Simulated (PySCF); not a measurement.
C₅H₃N₃.

```xyz
11

N      0.0171    -3.1526     0.0000
C      0.0464    -1.9949     0.0000
C      0.0365    -0.5552     0.0000
C     -1.1842     0.1380     0.0000
N     -1.2203     1.4635     0.0000
C     -0.0530     2.0973     0.0000
C      1.1620     1.4040     0.0000
N      1.2098     0.0799     0.0000
H     -2.1352    -0.4045     0.0000
H     -0.0732     3.1924     0.0000
H      2.1164     1.9409     0.0000
```
Charge 0, spin multiplicity 1.

Geometry: PBE0-D3(BJ)/def2-SVP.

Level of theory: PBE/pcSseg-1 in PySCF. Non-relativistic, no solvent.

### Question
Give the absolute GIAO shielding of each atom: isotropic value and principal components (ppm). (An estimate is asked for; the answer gives what the named calculation found.)

### Answer

| atom | σ(iso) | σ11 | σ22 | σ33 | span |
|---|---|---|---|---|---|
| N1 | -59.8 | -212.9 | -205.7 | 239.2 | 452.1 |
| C2 | 60.7 | -53.4 | -44.7 | 280.0 | 333.4 |
| C3 | 46.2 | -62.5 | 66.6 | 134.4 | 197.0 |
| C4 | 26.4 | -78.9 | 21.4 | 136.7 | 215.6 |
| N5 | -109.4 | -445.9 | -187.6 | 305.4 | 751.3 |
| C6 | 31.6 | -70.2 | 23.7 | 141.4 | 211.6 |
| C7 | 32.0 | -72.7 | 25.4 | 143.2 | 215.9 |
| N8 | -110.5 | -455.1 | -178.5 | 302.2 | 757.2 |
| H9 | 22.3 | 19.2 | 20.8 | 27.1 | 7.9 |
| H10 | 22.6 | 19.8 | 22.1 | 25.9 | 6.1 |
| H11 | 22.6 | 19.6 | 22.4 | 25.8 | 6.2 |
